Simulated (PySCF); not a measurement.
Isomers of C4H10NSi2 (doublet state), from PySCF, PBE0-D3(BJ)/def2-SVP geometry optimisation, gas phase. One conformer each, no zero-point energy, no frequencies.

Question: Which isomer lies lowest at this level?
A. `[CH2:1]=[C:2]/[CH:3]=[CH:4]\[N:5]([SiH3:6])[SiH3:7]` (doublet state) with C3–C4–N5–Si6 167°: A = 3165, B = 1084, C = 845.2 MHz, dipole 0.40 D
B. `[CH2:1]=[CH:2]/[CH:3]=[CH:4]\[N:5]([SiH2:6])[SiH3:7]` (doublet state) with C1–C2–C3–C4 -176°, C3–C4–N5–Si6 29°, C4–N5–Si6–H 38° and 157°: A = 3165, B = 987.2, C = 796.8 MHz, dipole 0.79 D
C. `[CH2:1]=[CH:2]/[C:3]=[CH:4]/[N:5]([SiH3:6])[SiH3:7]` (doublet state) with C3–C4–N5–Si6 -174°: A = 3269, B = 888.4, C = 742.5 MHz, dipole 0.15 D

Answer: B. That is `C=C/C=C\N([SiH2])[SiH3]` [radical], 10.4 kcal/mol below the next.

```json
{"SMILES": "C=C/C=C\\N([SiH2])[SiH3]", "mapped SMILES": "[CH2:1]=[CH:2]/[CH:3]=[CH:4]\\[N:5]([SiH2:6])[SiH3:7]", "E (Eh)": "-791.29173", "relative (kcal/mol)": "0.0", "relative (kJ/mol)": "0.0", "dipole (D)": "0.79", "⟨S²⟩": "0.753"}
{"SMILES": "C=[C]/C=C\\N([SiH3])[SiH3]", "mapped SMILES": "[CH2:1]=[C:2]/[CH:3]=[CH:4]\\[N:5]([SiH3:6])[SiH3:7]", "E (Eh)": "-791.27515", "relative (kcal/mol)": "10.4", "relative (kJ/mol)": "43.5", "dipole (D)": "0.40", "⟨S²⟩": "0.781"}
{"SMILES": "C=C/[C]=C/N([SiH3])[SiH3]", "mapped SMILES": "[CH2:1]=[CH:2]/[C:3]=[CH:4]/[N:5]([SiH3:6])[SiH3:7]", "E (Eh)": "-791.27061", "relative (kcal/mol)": "13.3", "relative (kJ/mol)": "55.5", "dipole (D)": "0.15", "⟨S²⟩": "0.791"}
```
